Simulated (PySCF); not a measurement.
**Worked example: chemical shift, span and skew from a shielding tensor**

FGeH3S3, SMILES [F][Ge]([SH])([SH])[SH]. Atoms are numbered in the order given.

```xyz
8

F     -1.4372     1.1750     0.5425
Ge    -0.1360     0.1110     0.0514
S     -0.8070    -1.0058    -1.7453
S      1.6369     1.3641    -0.4092
S      0.2905    -1.2752     1.7311
H     -1.9725    -1.3823    -1.1653
H      0.9323     2.1921    -1.2182
H      0.3994    -0.2679     2.6311
```
Charge 0, spin multiplicity 1.

Coordinates come from a B3LYP-D3(BJ)/def2-SVP optimisation. This is a generated structure with no PubChem entry under its InChIKey; it may be hypothetical. The values are those of a single conformer.

GIAO shieldings from PBE/pcSseg-1 (PySCF), non-relativistic, no solvent. The symmetric part of the tensor of F1 has the principal values 166.6, 166.8, 288.9 ppm. The same nucleus in CFCl3 has σ = 133.6 ppm at this level (PySCF, at its B3LYP-D3(BJ)/def2-TZVP geometry).

Work out the isotropic shielding, the ¹⁹F shift against CFCl3, the span and the skew.


σ(iso) = (σ11 + σ22 + σ33)/3 = 207.4 ppm. δ = σ(ref) − σ(iso) = 133.6 − (207.4) = -73.8 ppm.
Span Ω = σ33 − σ11 = 122.3 ppm. Skew κ = 3(σ(iso) − σ22)/Ω = 1.00, an axial tensor. Tumbling in solution averages the tensor to δ; in a static solid the shielding alone would spread this spin-1/2 line over Ω.
